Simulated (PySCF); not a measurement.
Point-charge models of `Cl[SiH2]C1=C(OCC2CC2)C1` against its computed dipole.

Coordinates (GFN2-xTB, Å) and charges (e) from the PBE0/pcSseg-1 density (PySCF):

| atom | x | y | z | Mulliken | IAO | Hirshfeld | ESP-fitted |
| --- | --- | --- | --- | --- | --- | --- | --- |
| Cl1 | 4.157 | 1.139 | -1.542 | -0.3228 | -0.3141 | -0.1302 | -0.1708 |
| Si2 | 2.370 | 0.198 | -1.443 | +0.7148 | +0.8051 | +0.3331 | +0.2333 |
| C3 | 1.822 | 0.127 | 0.314 | -0.4929 | -0.4407 | -0.1651 | -0.1403 |
| C4 | 0.936 | 0.270 | 1.274 | +0.2205 | +0.2398 | +0.0860 | +0.1790 |
| O5 | -0.256 | 0.614 | 1.709 | -0.4302 | -0.2922 | -0.0850 | -0.2288 |
| C6 | -1.205 | 0.969 | 0.700 | +0.1325 | -0.0507 | +0.0195 | -0.1268 |
| C7 | -1.994 | -0.232 | 0.238 | -0.3206 | -0.1471 | -0.0459 | -0.0664 |
| C8 | -2.618 | -0.223 | -1.126 | -0.1987 | -0.2935 | -0.0854 | -0.4339 |
| C9 | -1.451 | -1.118 | -0.845 | -0.2054 | -0.2847 | -0.0881 | -0.1255 |
| C10 | 2.255 | -0.192 | 1.750 | -0.1274 | -0.2647 | -0.0934 | -0.2207 |
| H11 | 1.407 | 0.976 | -2.227 | -0.0945 | -0.1325 | -0.0777 | -0.0288 |
| H12 | 2.544 | -1.140 | -2.008 | -0.0642 | -0.1287 | -0.0751 | -0.0289 |
| H13 | -0.685 | 1.435 | -0.144 | +0.1118 | +0.1353 | +0.0463 | +0.1444 |
| H14 | -1.867 | 1.701 | 1.174 | +0.1366 | +0.1605 | +0.0540 | +0.1456 |
| H15 | -2.547 | -0.708 | 1.037 | +0.1318 | +0.1516 | +0.0485 | +0.1433 |
| H16 | -2.455 | 0.643 | -1.749 | +0.1286 | +0.1482 | +0.0483 | +0.1728 |
| H17 | -3.594 | -0.665 | -1.244 | +0.1363 | +0.1559 | +0.0520 | +0.1746 |
| H18 | -0.496 | -0.864 | -1.279 | +0.1555 | +0.1413 | +0.0397 | +0.0818 |
| H19 | -1.625 | -2.179 | -0.765 | +0.1351 | +0.1556 | +0.0520 | +0.1072 |
| H20 | 2.384 | -1.226 | 2.052 | +0.1244 | +0.1261 | +0.0325 | +0.0924 |
| H21 | 2.908 | 0.494 | 2.279 | +0.1289 | +0.1296 | +0.0342 | +0.0963 |

Q: Compute μ = Σ q r for each scheme (1 e·Å = 4.803 D) and compare with the dipole of the full density.

A: The full density gives (-3.30, -0.52, -0.24) D, 3.35 D in size; dipole vectors point from the negative to the positive end.

| scheme | μx | μy | μz | size (D) | share of the full size (%) | angle to the full dipole (°) |
| --- | --- | --- | --- | --- | --- | --- |
| Mulliken | -2.95 | -1.14 | -2.30 | 3.91 | 117 | 34 |
| IAO | -3.96 | -0.63 | -1.40 | 4.25 | 127 | 15 |
| Hirshfeld | -2.55 | -0.04 | -0.10 | 2.55 | 76 | 8 |
| ESP-fitted | -3.35 | -0.49 | -0.25 | 3.39 | 101 | 1 |

Q: Which set comes closest?

A: Length of the difference vector: ESP-fitted 0.06 D, Hirshfeld 0.90 D, IAO 1.34 D, Mulliken 2.18 D. Closest: ESP-fitted. The schemes that divide the density aren't constrained to reproduce the dipole.

Q: What is left for the Hirshfeld atoms' own dipoles?

A: The shares of the density sum to the whole, so what Σ q r misses lies in dipoles about the nuclei. The atomic dipoles sum to (-3.30, -0.52, -0.24) − (-2.55, -0.04, -0.10) = (-0.75, -0.48, -0.14) D, 0.90 D in size.

Q: With the origin at the mean of the coordinates, (0.000, 0.001, -0.088) Å, which are the largest single terms, by size, of the IAO dipole along the direction of the full one?

A: Si2 -8.77, Cl1 +6.29, C3 +3.90, C8 -3.79, C10 +2.96 D; all 21 atoms together +4.10 D. The single terms depend on the origin, their sum doesn't.

Q: Give the size of the full dipole in other units.

A: 3.35 D = 1.317 au = 0.697 e·Å = 11.17 × 10⁻³⁰ C·m.

Geometry: GFN2-xTB, one conformer, isolated molecule.

Conformer computed: `[Cl:1][SiH2:2][C:3]1=[C:4]([O:5][CH2:6][CH:7]2[CH2:8][CH2:9]2)[CH2:10]1`: Cl1–Si2–C3–C4 133°, C3–C4–O5–C6 6°, C4–O5–C6–C7 90°, O5–C6–C7–C8 -156°.
